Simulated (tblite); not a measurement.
C₅H₃FOS.
Z-matrix (Å and degrees, GFN2-xTB geometry), rows numbered from 1:
```
O 
C   1  1.1854
F   2  1.3744  1  119.15
C   2  1.4392  1  130.08  3   179.99
C   4  1.3770  2  128.63  1  -179.98
C   5  1.4005  4  112.40  2   179.98
C   6  1.3660  5  112.41  4     0.00
S   7  1.7079  6  112.97  5    -0.01
H   5  1.0750  4  122.92  2    -0.03
H   6  1.0745  5  123.95  4   179.99
H   7  1.0725  6  127.56  5  -179.98
```

Computed with GFN2-xTB (tblite): harmonic, unscaled wavenumbers at the GFN2-xTB geometry, gas phase. Against measured fundamentals such values can be off by several per cent, at times by over 20. One conformer, not necessarily the lowest.

Harmonic wavenumbers (cm⁻¹): 71.5, 148.8, 154.4, 351.5, 411.5, 455.2, 529.5, 606.4, 677.2, 714.9, 742.5, 758.9, 832.2, 859.7, 860.3, 910.1, 1071.8, 1079.2, 1178.3, 1196.6, 1356.2, 1419.1, 1522.2, 1822.6, 3137.7, 3146.1, 3162.1.

A = 3689, B = 1410, C = 1020 MHz; mass 129.989 u (most abundant isotopes); point group Cs, symmetry number 1.

Problem. What is the zero-point energy?

Solution. Half the sum of the wavenumbers: 14588 cm⁻¹ = 41.71 kcal/mol.

Problem. Give the ideal-gas entropy at 298.15 K and 1 bar in the rigid-rotor, harmonic-oscillator model (classical rotation).

Solution. Translation 40.53, rotation 28.50, vibration 15.35: S = 84.4 cal/(mol K).

Problem. And Cp and H(298.15 K) − H(0)?

Solution. Cp = 26.98 cal/(mol K), of which vibrations give 19.03 (their classical limit is 27 R = 53.7); H(298.15 K) − H(0) = 4.96 kcal/mol without the zero-point energy, 2.59 from vibrations.

Problem. Which modes carry the vibrational entropy at 298.15 K?

Solution. 71.5 cm⁻¹: 4.11; 148.8 cm⁻¹: 2.69; 154.4 cm⁻¹: 2.62; 351.5 cm⁻¹: 1.16; 411.5 cm⁻¹: 0.92; 455.2 cm⁻¹: 0.78 cal/(mol K); the other 21 give 3.07 together.

Problem. Blend soft modes into free rotors: weight 1/[1 + (100 cm⁻¹/ν̃)⁴] for the oscillator and the rest for a rotor with moment μB/(μ + B), μ = h/(8π²ν), B = 10⁻⁴⁴ kg m². What vibrational entropy results?

Solution. 14.56 cal/(mol K) in place of 15.35, which changes −T·S at 298.15 K by +0.24 kcal/mol.

Problem. How do the functions run with temperature in this model?

Solution. 
```
T (K)  S (cal/(mol K))  Cp (cal/(mol K))  H − H(0) (kcal/mol)  G − H(0) (kcal/mol)  ln q(vib)
  150             70.0              16.2                 1.77                -8.73       1.31
  250             79.9              23.5                 3.74               -16.24       2.66
  400             93.2              33.5                 8.05               -29.25       4.89
  600            108.6              42.2                15.69               -49.48       7.97
  900            127.2              49.3                29.53               -84.97      12.36
```

q(vib) and H(0) count from the zero-point level.

Problem. What must be added to the electronic energy to get the Gibbs energy at 298.15 K and 1 bar?

Solution. ZPE + [H(298.15 K) − H(0)] − T·S = 41.71 + 4.96 − 25.16 = 21.51 kcal/mol.

Hindered rotation and anharmonicity are outside this model. Other conformers, if any are populated, would add a mixing term that is left out.
